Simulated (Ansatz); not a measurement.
Single points on [InH4]- (InH₄⁻).

```yaml
crystal:
  periodic: [false, false, false]
  atoms:
    - {symbol: In, position_ang: [0.000000, 0.000000, -0.000002]}
    - {symbol: H, position_ang: [0.026145, -0.035055, 1.793808]}
    - {symbol: H, position_ang: [1.684247, -0.007430, -0.618810]}
    - {symbol: H, position_ang: [-0.838320, 1.484666, -0.559154]}
    - {symbol: H, position_ang: [-0.872072, -1.442180, -0.615852]}
basis:
  gaussian: {orbitals: def2-TZVPD, initial_orbitals: start.molden}
total_charge: -1
hamiltonian: {xc: hf}
scf: {omitted_lower_state_checks: [starts]}
output: {orbitals: {seedname: orbitals}}
```

The file start.molden holds the orbitals of an earlier run on this structure, at another level or in another basis.

```sh
$ ansatz run in.yaml --threads 4 --pin off --events-out ev --progress --plain --max-ram 3916MiB
```

Shortened log:

```
Functional definition: HF
779 factors; their error is unknown
mean field evaluation 1: about -5210.6350 eV, gradient 1.1e1 eV
mean field evaluation 2: about -5211.0193 eV, gradient 3.2e-1 eV
mean field evaluation 4: about -5211.1933 eV, gradient 5.2e-1 eV
mean field -5211.19344896 eV, -191.5078269756 hartree, gradient 2.6e-5 eV, S^2 0.000000; 0 other end points of the search recorded, 0 dependent functions left out
reference -5211.19344896 eV, -191.5078269756 hartree; 13, 13 occupied and 79, 79 virtual orbitals, 779 factors
Total energy: -5211.19344896 eV, -191.5078269756 hartree
Checks for a lower state left out: starts
```

Run time 0.2 s (4 threads of Arm Neoverse V2 on a shared host).

As the first input, with `hamiltonian: {xc: {name: CAM-B3LYP}, dispersion: d4}` (abridged; 0.5 s):

```
Functional definition: CAM-B3LYP
mean field -5238.49945763 eV, -192.5113042853 hartree, gradient 4.5e-5 eV, S^2 0.000000
Total energy: -5238.58243891 eV, -192.5143537911 hartree
Checks for a lower state left out: starts
```

As the first input, with `correlation: {method: mp2}` and without the key `hamiltonian` (abridged; 0.35 s):

```
Functional definition: HF
mean field -5211.19371282 eV, -191.5078366723 hartree, gradient 1.2e-6 eV, S^2 0.000000
4 core orbitals not correlated: weight in the atoms' cores, before any rotation towards them, 1.000 or more for the frozen orbitals, at most 0.000 for the correlated occupied ones
second order -8.96524070 eV of doubles, -0.00000000 eV of singles
Total energy: -5220.15895352 eV, -191.8373031911 hartree
Checks for a lower state left out: starts
```

First input, but with `gaussian: {orbitals: def2-SVPD, initial_orbitals: start.molden}`, `hamiltonian: {xc: pbe, dispersion: d4}` (abridged; 0.3 s):

```
Functional definition: PBE
mean field -5238.33686197 eV, -192.5053290053 hartree, gradient 3.1e-5 eV, S^2 0.000000
Total energy: -5238.43491526 eV, -192.5089323972 hartree
Checks for a lower state left out: starts
```

First input, but with `gaussian: {orbitals: "def2-TZVPPD.json", initial_orbitals: start.molden}`, `correlation: {method: ccsd_t}` and without the key `hamiltonian` (abridged; 1.4 s):

```
Functional definition: HF
mean field -5211.20640684 eV, -191.5083031689 hartree, gradient 1.5e-6 eV, S^2 0.000000
4 core orbitals not correlated: weight in the atoms' cores, before any rotation towards them, 1.000 or more for the frozen orbitals, at most 0.000 for the correlated occupied ones
second order -9.35996060 eV of doubles, -0.00000000 eV of singles
cycle   1  -9.51715799 eV  change   -1.6e-1 eV  update   8.4e-2
cycle   2  -9.84917178 eV  change   -3.3e-1 eV  update   2.6e-2
cycle   3  -9.88592142 eV  change   -3.7e-2 eV  update   1.1e-2
cycle   4  -9.88142583 eV  change    4.5e-3 eV  update   3.2e-3
cycle   5  -9.88075893 eV  change    6.7e-4 eV  update   1.0e-3
cycle   6  -9.88063048 eV  change    1.3e-4 eV  update   3.1e-4
cycle   7  -9.88058147 eV  change    4.9e-5 eV  update   9.5e-5
cycle   8  -9.88060028 eV  change   -1.9e-5 eV  update   2.6e-5
cycle   9  -9.88060965 eV  change   -9.4e-6 eV  update   6.6e-6
perturbative correction -0.24542866 eV, -0.0090193368 hartree
Total energy: -5221.33244515 eV, -191.8804282131 hartree
Checks for a lower state left out: starts
```

As the first input, with `hamiltonian: {xc: pbe}`, `correlation: {method: rpa}` and without the key `output` (abridged; 0.7 s):

```
Functional definition: PBE
mean field -5238.64873438 eV, -192.5167901047 hartree, gradient 3.1e-7 eV, S^2 0.000000
4 core orbitals not correlated: weight in the atoms' cores, before any rotation towards them, 1.000 or more for the frozen orbitals, at most 0.000 for the correlated occupied ones
Total energy: -5224.95440397 eV, -192.0135327447 hartree
Checks for a lower state left out: starts
```

As the first input, with `hamiltonian: {xc: {name: revPBE}, dispersion: d4}` (abridged; 0.35 s):

```
Functional definition: revPBE
mean field -5240.33013057 eV, -192.5785802752 hartree, gradient 3.2e-5 eV, S^2 0.000000
Total energy: -5240.60738070 eV, -192.5887690294 hartree
Checks for a lower state left out: starts
```

Geometry: PBE-D4/def2-TZVPD.

In the def2 sets In takes a core potential; there is no spin–orbit coupling. Correlated methods freeze 4 core orbitals; core or outer-core shells of In are correlated, in sets that lack core-valence functions.
